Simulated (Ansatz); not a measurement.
One change: `B[CH2][GeH3]` becomes `B[CH2][GeH2][Cl]`.

Ansatz, PBE0-D4/def2-TZVP geometries, multiplicity 1. Each molecule was computed in one conformer, which needn't be the lowest.

Scalar relativity is left out up to krypton.

```
                                                                                  property  `B[CH2][GeH3]`
                                                     HOMO energy (ωB97M-V/def2-TZVPP) / eV          -10.99
                                                     HOMO–LUMO gap (B3LYP/def2-TZVPP) / eV            7.09
                                            size of the dipole moment (PBE/def2-TZVPP) / D            1.15
ideal-gas entropy at 298 K and 1 bar (rigid rotor, harmonic PBE0-D4/def2-TZVP) / J/(mol·K)             321
                                                       HOMO energy (B3LYP/def2-TZVPP) / eV           -8.57
                                                      HOMO–LUMO gap (PBE0/def2-TZVPP) / eV            7.54
```

Question: Give the same properties after the change, and the shifts. (Best estimate.)

Answer: Ansatz gave: 
| property | `B[CH2][GeH2][Cl]` | shift |
| --- | --- | --- |
| HOMO energy (ωB97M-V/def2-TZVPP) / eV | -10.82 | 0.17 |
| HOMO–LUMO gap (B3LYP/def2-TZVPP) / eV | 6.25 | -0.84 |
| size of the dipole moment (PBE/def2-TZVPP) / D | 0.94 | -0.21 |
| ideal-gas entropy at 298 K and 1 bar (rigid rotor, harmonic PBE0-D4/def2-TZVP) / J/(mol·K) | 351 | 30 |
| HOMO energy (B3LYP/def2-TZVPP) / eV | -8.37 | 0.20 |
| HOMO–LUMO gap (PBE0/def2-TZVPP) / eV | 6.73 | -0.81 |

With PBE0 the HOMO rises by 0.17 eV and the LUMO falls by 0.64 eV, so the gap narrows by about 0.81 eV. PBE moves the HOMO by 0.24 eV and ωB97M-V by 0.17 eV. Dipoles are sizes alone; their direction can turn. Modes under 60 cm⁻¹, often nearly free rotors, make the harmonic entropy too high.

B3LYP here is the variant with VWN-RPA as its local correlation; programs differ in this.
